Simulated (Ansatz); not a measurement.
Two isomers of CH8BInSi: A = `B[SiH2][CH2][InH2]`, B = `[SiH3]B[CH2][InH2]`.

Calculated with Ansatz (gas phase, PBE0-D4/def2-TZVP geometries, no zero-point term in ΔE). CCSD(T)/CBS is the MP2 limit (def2-TZVPP, def2-QZVPP) plus CCSD(T) − MP2 in def2-TZVPP, frozen cores. DFT in def2-TZVPP. def2 core potentials past Kr. For In outer-core shells are correlated without core-valence functions, which leaves a few kJ/mol of doubt a bond. Each species was taken in one conformer, which may not be the lowest.

A:

```xyz
12

B     0.298   -1.380   -1.228
Si   -0.935   -0.909    0.285
C    -0.249    0.502    1.293
In    0.914    1.707   -0.085
H     0.999   -0.519   -1.710
H     0.365   -2.442   -1.772
H    -2.134   -0.433   -0.482
H    -1.371   -2.092    1.084
H     0.418    0.138    2.078
H    -1.050    1.082    1.757
H     2.636    1.657    0.032
H     0.108    2.690   -1.251
```

B:

Z-matrix (Å, degrees):
```
Si
In 1 3.072
B 1 2.021 2 55.8
H 1 1.541 2 48.1 3 176.4
H 1 1.488 2 119.1 3 -103.8
H 1 1.485 2 126.4 3 102.9
C 2 2.331 1 65.7 3 31.4
H 2 1.712 1 112.4 3 129.9
H 2 1.711 1 99.9 3 -91.7
H 3 1.199 1 120.2 2 109.9
H 7 1.090 2 110.0 1 -157.3
H 7 1.090 2 95.7 1 86.2
```

(1) Which is lower in electronic energy at CCSD(T)/CBS, and by how much? (Best estimate.)

(2) Give E(B) − E(A) in kJ/mol with CCSD/def2-TZVPP, ωB97M-V, r2SCAN-D4, B2PLYP, CCSD(T)/def2-TZVPP, PBE-D4, PBE0-D4. (Estimate.)

Largest T1 diagnostic: 0.014.

## Answers

(1) Computed: B, by 69.0 kJ/mol.

(2) The calculation gave: CCSD/def2-TZVPP -60.2, ωB97M-V -66.4, r2SCAN-D4 -73.9, B2PLYP -64.4, CCSD(T)/def2-TZVPP -67.3, PBE-D4 -79.3, PBE0-D4 -72.4. None reverses the order clearly.

From PBE to PBE0 (25 % exact exchange), in def2-TZVPP and without D4, E(B) − E(A) moves by +6.6 kJ/mol. In def2-TZVPP, CCSD(T) changes the Hartree–Fock value by −36.3 kJ/mol (the triples alone add −7.1 kJ/mol) and MP2 by −40.1 kJ/mol.
